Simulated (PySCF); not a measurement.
C₃H₉OSi (SMILES CO[Si](C)C), doublet, geometry from GFN2-xTB; CCSD(T)/3-21G run with PySCF.

Here is a job for PySCF.
```python
from pyscf import gto, scf, cc

mol = gto.Mole()
mol.atom = '''
    C     1.90452480   -0.70742963    0.64244582
    O     1.20840243   -0.12648447   -0.42931285
    Si   -0.36583798    0.29422034   -0.54235485
    C    -0.83913476    1.63795260    0.73014405
    C    -1.52376810   -1.21199279   -0.34399243
    H     1.48460471   -1.68420376    0.89482328
    H     1.86586362   -0.06496564    1.52554104
    H     2.94303746   -0.83234589    0.33546628
    H    -1.84761689    2.00357650    0.56766526
    H    -0.79341441    1.24124988    1.74503572
    H    -0.16576344    2.48882457    0.67896605
    H    -1.47564350   -1.60389767    0.67265625
    H    -1.24891015   -2.01669610   -1.02001637
    H    -2.55737663   -0.94993177   -0.54425128
'''
mol.basis = '3-21g'
mol.spin = 1
mol.verbose = 4
mol.build()

mf = scf.UHF(mol)
mf.kernel()

mycc = cc.CCSD(mf)
mycc.kernel()
et = mycc.ccsd_t()
print('E(CCSD(T)) = %.10f' % (mycc.e_tot + et))
```

What the program printed (banner, timings and long lists left out):

```
PySCF version 2.14.0

[INPUT] verbose = 4
[INPUT] num. atoms = 14
[INPUT] num. electrons = 49
[INPUT] charge = 0
[INPUT] spin (= nelec alpha-beta = 2S) = 1
[INPUT] symmetry False subgroup None
[INPUT] Mole.unit = angstrom
[INPUT] Symbol           X                Y                Z      unit          X                Y                Z       unit  Magmom
[...]
nuclear repulsion = 236.840633872583
number of shells = 45
number of NR pGTOs = 114
number of NR cGTOs = 67
basis = 3-21g
ecp = {}

******** <class 'pyscf.scf.uhf.UHF'> ********
method = UHF
initial guess = minao
damping factor = 0
level_shift factor = 0
DIIS = <class 'pyscf.scf.diis.CDIIS'>
diis_start_cycle = 1
diis_space = 8
diis_damp = 0
SCF conv_tol = 1e-09
SCF conv_tol_grad = None
SCF max_cycles = 50
direct_scf = True
direct_scf_tol = 1e-13
number electrons alpha = 25  beta = 24
Set gradient conv threshold to 3.16228e-05
init E= -480.284393412084

cycle= 1 E= -479.982824407795  delta_E= 0.302  |g|= 0.371  |ddm|= 2.35
cycle= 2 E= -480.043855950577  delta_E= -0.061  |g|= 0.204  |ddm|= 0.524
cycle= 3 E= -480.059680445826  delta_E= -0.0158  |g|= 0.0406  |ddm|= 0.189
cycle= 4 E= -480.061250260652  delta_E= -0.00157  |g|= 0.00943  |ddm|= 0.0871
cycle= 5 E= -480.061393620154  delta_E= -0.000143  |g|= 0.0047  |ddm|= 0.0246
cycle= 6 E= -480.061443125513  delta_E= -4.95e-05  |g|= 0.00188  |ddm|= 0.0179
cycle= 7 E= -480.061451700858  delta_E= -8.58e-06  |g|= 0.000579  |ddm|= 0.00801
cycle= 8 E= -480.061452413968  delta_E= -7.13e-07  |g|= 0.000213  |ddm|= 0.0019
cycle= 9 E= -480.061452516255  delta_E= -1.02e-07  |g|= 9.34e-05  |ddm|= 0.00079
cycle= 10 E= -480.061452532843  delta_E= -1.66e-08  |g|= 4.29e-05  |ddm|= 0.000321
cycle= 11 E= -480.06145253676  delta_E= -3.92e-09  |g|= 1.63e-05  |ddm|= 0.000173
cycle= 12 E= -480.061452537277  delta_E= -5.17e-10  |g|= 4.56e-06  |ddm|= 6.03e-05
Extra cycle  E= -480.06145253731  delta_E= -3.31e-11  |g|= 2.61e-06  |ddm|= 1.37e-05
converged SCF energy = -480.06145253731  <S^2> = 0.75182144  2S+1 = 2.0018206

******** <class 'pyscf.cc.uccsd.UCCSD'> ********
CC2 = 0
CCSD nocc = (np.int64(25), np.int64(24)), nmo = (67, 67)
max_cycle = 50
direct = 0
conv_tol = 1e-07
conv_tol_normt = 1e-06
diis_space = 6
diis_start_cycle = 0
diis_start_energy_diff = 1e+09
Init t2, MP2 energy = -0.441419057454821
Init E_corr(UCCSD) = -0.441419057461599
cycle = 1  E_corr(UCCSD) = -0.469157139457529  dE = -0.027738082  norm(t1,t2) = 0.0919992
cycle = 2  E_corr(UCCSD) = -0.484411107104376  dE = -0.0152539676  norm(t1,t2) = 0.0298821
cycle = 3  E_corr(UCCSD) = -0.488586693342648  dE = -0.00417558624  norm(t1,t2) = 0.0145329
cycle = 4  E_corr(UCCSD) = -0.490953906420717  dE = -0.00236721308  norm(t1,t2) = 0.0053701
cycle = 5  E_corr(UCCSD) = -0.490865311794508  dE = 8.85946262e-05  norm(t1,t2) = 0.00184352
cycle = 6  E_corr(UCCSD) = -0.490807247304997  dE = 5.80644895e-05  norm(t1,t2) = 0.00070311
cycle = 7  E_corr(UCCSD) = -0.490819423586004  dE = -1.2176281e-05  norm(t1,t2) = 0.000325625
cycle = 8  E_corr(UCCSD) = -0.490823817021323  dE = -4.39343532e-06  norm(t1,t2) = 9.26654e-05
cycle = 9  E_corr(UCCSD) = -0.490821320076947  dE = 2.49694438e-06  norm(t1,t2) = 3.3806e-05
cycle = 10  E_corr(UCCSD) = -0.490821275439233  dE = 4.46377135e-08  norm(t1,t2) = 1.49839e-05
cycle = 11  E_corr(UCCSD) = -0.490821228207388  dE = 4.72318457e-08  norm(t1,t2) = 5.07515e-06
cycle = 12  E_corr(UCCSD) = -0.490821183069069  dE = 4.51383181e-08  norm(t1,t2) = 1.96587e-06
cycle = 13  E_corr(UCCSD) = -0.490821136958635  dE = 4.61104349e-08  norm(t1,t2) = 7.38826e-07
UCCSD converged
E(UCCSD) = -480.5522736742688  E_corr = -0.4908211369586346
UCCSD(T) correction = -0.011350735474511
E(CCSD(T)) = -480.5636244097
```
